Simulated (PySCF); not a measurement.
## Ionisation energy of Kr⁺ by level of theory

Kr⁺ [Ar] 3d10 4s2 4p5 (2P) → Kr²⁺ [Ar] 3d10 4s2 4p4 (3P), as a difference of total energies. Computed with PySCF 2.14 in pcseg-2, with the non-relativistic Hamiltonian (point nucleus). Correlated levels: valence: [Ar] 3d10 frozen. The calculations carry no spin-orbit coupling.

```json
{"method": "UHF", "ionisation energy (eV)": "23.255"}
{"method": "M06-2X", "ionisation energy (eV)": "24.184"}
{"method": "MN15", "ionisation energy (eV)": "24.302"}
{"method": "MP2 (valence)", "ionisation energy (eV)": "24.068"}
{"method": "SCS-MP2 (valence)", "ionisation energy (eV)": "24.064"}
{"method": "CCSD (valence)", "ionisation energy (eV)": "24.072"}
{"method": "CCSD(T) (valence)", "ionisation energy (eV)": "24.100"}
```

Question: How much does correlation contribute at CCSD(T) (valence)?

Answer: 24.100 − (23.255) = 0.845 eV, measured against UHF.

These non-relativistic numbers lack the scalar-relativistic shift.

The reference lies between the lowest fine-structure levels, while these numbers refer to the centres of the terms.

Errors of the correlated levels include the incompleteness of this basis and the frozen core.

For comparison: 24.360 eV (measured; NIST Atomic Spectra Database, ionization energies).
